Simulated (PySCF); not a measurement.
Cu(NH3)2 (CuH6N2), SMILES [NH3]->[Cu+]<-[NH3], charge +1, multiplicity 1. Heavy atoms are numbered as in [Cu+:1](<-[NH3:2])<-[NH3:6]. Hydrogens are named by the atom that carries them.

Coordinates come from a B3LYP-D3(BJ)/def2-SVP optimisation. The spin state was assumed, not searched.

These are PBE/pcSseg-1 (PySCF) values and carry that method's errors.

GIAO shieldings, no solvent; atoms alike by connectivity are averaged. δ = σ(ref) − σ: ¹⁵N against NH3 (σ = 267.0 ppm); ¹H against TMS (σ = 31.49 ppm), references at their B3LYP-D3(BJ)/def2-TZVP geometries, non-relativistic.

Computed chemical shifts:
```csv
nucleus,atoms,count,δ (ppm)
¹⁵N,N2 (NH3),2,9.2
¹H,H on N2,6,2.40
```
